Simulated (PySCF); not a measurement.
Ionisation energy of Re⁵⁹⁺ by level of theory

Re⁵⁹⁺ [Ne] 3s2 3p4 (3P) → Re⁶⁰⁺ [Ne] 3s2 3p3 (4S), as a difference of total energies. All numbers are calculated (PySCF 2.14, scalar relativity by spin-free X2C-1e, in an even-tempered Gaussian basis (17 s from 15 bohr⁻², ratio 2.5; 12 p from 20 bohr⁻², ratio 2.5; 4 d from 81 bohr⁻², ratio 2.7; 4 f from 120 bohr⁻², ratio 2.7)). Correlated levels: outer shells: 1s2 frozen; virtual orbitals above 40 to 60 times the deepest correlated orbital energy dropped. The calculations carry no spin-orbit coupling.

| method | ionisation energy (eV) |
| --- | --- |
| UHF | 6278.6 |
| MP2 (outer shells) | 6279.8 |
| SCS-MP2 (outer shells) | 6279.8 |
| CCSD (outer shells) | 6279.8 |
| CCSD(T) (outer shells) | 6279.8 |

Spin-orbit coupling is strong in these open shells (close to jj coupling). The scalar numbers leave it out and a first-order estimate fails, so it can dominate the gap to the real levels.

The ground level that NIST lists for one species does not belong to the high-spin term computed here, so part of any gap is the choice of state.

Breit and QED terms and the two-electron picture change are absent.

For comparison: 6176 ± 7 eV (theoretical estimate listed by NIST; NIST Atomic Spectra Database, ionization energies).
